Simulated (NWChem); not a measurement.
Molecule: C₂H₅N₃Si; SMILES N#C/N=C\[SiH2]N

```xyz
11

N     -1.1272    -2.2447    -0.2041
C     -0.0963    -1.7232    -0.0226
N      1.1462    -1.2608     0.1919
C      1.4006     0.0054     0.1349
Si     0.1717     1.4475    -0.2204
N     -1.4450     1.1882     0.3087
H      2.4565     0.2425     0.3150
H      0.2234     1.6381    -1.6927
H      0.7266     2.6252     0.4920
H     -1.9764     0.4056    -0.0582
H     -1.6775     1.3519     1.2812
```
Atoms are numbered in this order, from 1.

Program: NWChem. Structure relaxed at the B3LYP/6-31G* (spherical d) level.

Among these, which level gives the lowest value of “highest occupied level (eV)”?
A) TPSSh/def2-TZVP
B) PBE0/def2-TZVP
C) PBE/def2-TZVP
D) CAM-B3LYP/def2-TZVP

D, CAM-B3LYP/def2-TZVP. Values: CAM-B3LYP/def2-TZVP -8.97; PBE0/def2-TZVP -7.58; TPSSh/def2-TZVP -6.84; PBE/def2-TZVP -6.22
